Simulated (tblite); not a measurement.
Species: C₆H₈FOS (doublet state).
Geometry (GFN2-xTB, Å), atoms numbered from 1 in this order:
```
atom  x, y, z in Å
C1     2.3803    0.5972    0.2641
S2     1.5030   -0.5912   -0.8380
O3     1.8375   -1.9337   -0.3654
C4    -0.1352   -0.2211   -0.0839
C5    -0.5188   -0.1721    1.3838
C6    -1.8267    0.1153    0.6824
C7    -1.4376   -1.0384   -0.2719
C8    -1.0278    1.0219   -0.2720
F9    -0.5539    2.2009    0.2338
H10    2.1628    0.3536    1.2984
H11    3.4447    0.5070    0.0732
H12    2.0353    1.5960    0.0233
H13   -0.3243   -0.9134    2.1369
H14   -2.7961    0.3143    1.1183
H15   -1.8806   -1.0198   -1.2683
H16   -1.4364   -2.0394    0.1463
H17   -1.4332    1.2348   -1.2628
```

Level: GFN2-xTB in tblite, geometry and Hessian alike; calculated harmonic values, unscaled, isolated species. This tight-binding method is rough: wavenumbers can miss measured ones by several per cent, in bad cases by 10 to 20. One conformer, not necessarily the lowest. Open shells enter through the occupations alone, without spin polarisation, and single modes of such species can be off by tens of per cent.

Harmonic wavenumbers (cm⁻¹): 42.7, 106.4, 140.7, 161.4, 238.8, 254.2, 286.2, 355.2, 420.7, 447.9, 484.5, 566.2, 673.5, 792.6, 827.9, 871.3, 875.3, 893.1, 897.5, 953.6, 966.6, 986.6, 1018.1, 1040.9, 1071.1, 1084.7, 1109.0, 1135.7, 1140.9, 1191.5, 1203.8, 1240.7, 1288.8, 1322.6, 1432.4, 1443.8, 1483.0, 2950.5, 2960.0, 3044.6, 3050.1, 3054.7, 3066.5, 3078.3, 3103.5.

A = 2345, B = 1210, C = 956.6 MHz; mass 147.028 u (most abundant isotopes); point group C1, symmetry number 1; spin multiplicity 2.

**Question.** Zero-point energy?

**Answer.** Half the sum of the wavenumbers: 27379 cm⁻¹ = 78.28 kcal/mol.

**Question.** Entropy at 298.15 K, 1 bar (ideal gas, RRHO, classical rotation)?

**Answer.** Translation 40.89, rotation 29.16, vibration 25.18, spin (R ln 2) 1.38: S = 96.6 cal/(mol K).

**Question.** And Cp and H(298.15 K) − H(0)?

**Answer.** Cp = 36.34 cal/(mol K), of which vibrations give 28.39 (their classical limit is 45 R = 89.4); H(298.15 K) − H(0) = 6.45 kcal/mol without the zero-point energy, 4.08 from vibrations.

**Question.** Which modes carry the vibrational entropy at 298.15 K?

**Answer.** 42.7 cm⁻¹: 5.13; 106.4 cm⁻¹: 3.33; 140.7 cm⁻¹: 2.79; 161.4 cm⁻¹: 2.53; 238.8 cm⁻¹: 1.81; 254.2 cm⁻¹: 1.70 cal/(mol K); the other 39 give 7.88 together.

**Question.** Blend soft modes into free rotors: weight 1/[1 + (100 cm⁻¹/ν̃)⁴] for the oscillator and the rest for a rotor with moment μB/(μ + B), μ = h/(8π²ν), B = 10⁻⁴⁴ kg m². What vibrational entropy results?

**Answer.** 23.51 cal/(mol K) in place of 25.18, which changes −T·S at 298.15 K by +0.50 kcal/mol.

**Question.** How do the functions run with temperature in this model?

**Answer.** 
```
 T (K)  S (cal/(mol K))  Cp (cal/(mol K))  H − H(0) (kcal/mol)  G − H(0) (kcal/mol)  ln q(vib)
    50             59.7              11.9                 0.48                -2.51       0.42
   100             69.5              17.1                 1.20                -5.75       1.35
373.15            105.6              43.8                 9.46               -29.94       7.53
   500            119.9              54.3                15.71               -44.25      10.52
   750            144.7              67.7                31.12               -77.43      16.32
  1000            165.4              76.0                49.16              -116.28      21.73
```

q(vib) and H(0) count from the zero-point level.

**Question.** What must be added to the electronic energy to get the Gibbs energy at 298.15 K and 1 bar?

**Answer.** ZPE + [H(298.15 K) − H(0)] − T·S = 78.28 + 6.45 − 28.81 = 55.92 kcal/mol.

Hindered rotation and anharmonicity are outside this model. Other conformers, if any are populated, would add a mixing term that is left out. The structure is chiral; the term R ln 2 for an equal mix with its mirror image is left out.
